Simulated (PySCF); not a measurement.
CH2F2O2Si, SMILES O=C(O)[SiH](F)F.

Geometry optimised at B3LYP-D3(BJ)/def2-SVP. The structure was generated by enumeration, and PubChem lists no compound with its InChIKey, so it may never have been made. The values are those of a single conformer.

Computed with TDDFT-PBE/def2-SVPD (PySCF 2.14.0).

Vertical excitations. The molecule is in vacuum.

```json
[
 {"state": "S1", "energy (eV)": "4.58", "λ (nm)": "271", "f": "0.001", "main pairs": "HOMO→LUMO 100 %"},
 {"state": "S2", "energy (eV)": "6.40", "λ (nm)": "194", "f": "0.012", "main pairs": "HOMO→LUMO+1 83 %, HOMO−1→LUMO 17 %"},
 {"state": "S3", "energy (eV)": "6.72", "λ (nm)": "184", "f": "0.089", "main pairs": "HOMO→LUMO+2 98 %"},
 {"state": "S4", "energy (eV)": "6.79", "λ (nm)": "183", "f": "0.001", "main pairs": "HOMO−2→LUMO 98 %"},
 {"state": "S5", "energy (eV)": "7.14", "λ (nm)": "174", "f": "0.000", "main pairs": "HOMO→LUMO+3 100 %"},
 {"state": "S6", "energy (eV)": "7.22", "λ (nm)": "172", "f": "0.063", "main pairs": "HOMO−1→LUMO 68 %, HOMO→LUMO+1 13 %"},
 {"state": "S7", "energy (eV)": "7.64", "λ (nm)": "162", "f": "0.011", "main pairs": "HOMO−3→LUMO 97 %"},
 {"state": "S8", "energy (eV)": "7.76", "λ (nm)": "160", "f": "0.008", "main pairs": "HOMO−4→LUMO 81 %"},
 {"state": "S9", "energy (eV)": "7.81", "λ (nm)": "159", "f": "0.035", "main pairs": "HOMO→LUMO+5 59 %, HOMO→LUMO+4 19 %, HOMO−4→LUMO 13 %"},
 {"state": "S10", "energy (eV)": "7.94", "λ (nm)": "156", "f": "0.036", "main pairs": "HOMO−5→LUMO 49 %, HOMO→LUMO+5 23 %, HOMO→LUMO+4 21 %"},
 {"state": "T1", "energy (eV)": "3.96", "λ (nm)": "313", "f": "0", "main pairs": "HOMO→LUMO 100 %"},
 {"state": "T2", "energy (eV)": "5.32", "λ (nm)": "233", "f": "0", "main pairs": "HOMO−1→LUMO 98 %"},
 {"state": "T3", "energy (eV)": "6.11", "λ (nm)": "203", "f": "0", "main pairs": "HOMO→LUMO+1 99 %"},
 {"state": "T4", "energy (eV)": "6.41", "λ (nm)": "193", "f": "0", "main pairs": "HOMO−2→LUMO 98 %"}
]
```
Triplets are in the Tamm–Dancoff approximation, which puts them higher than full response would, so one can lie above its singlet here.
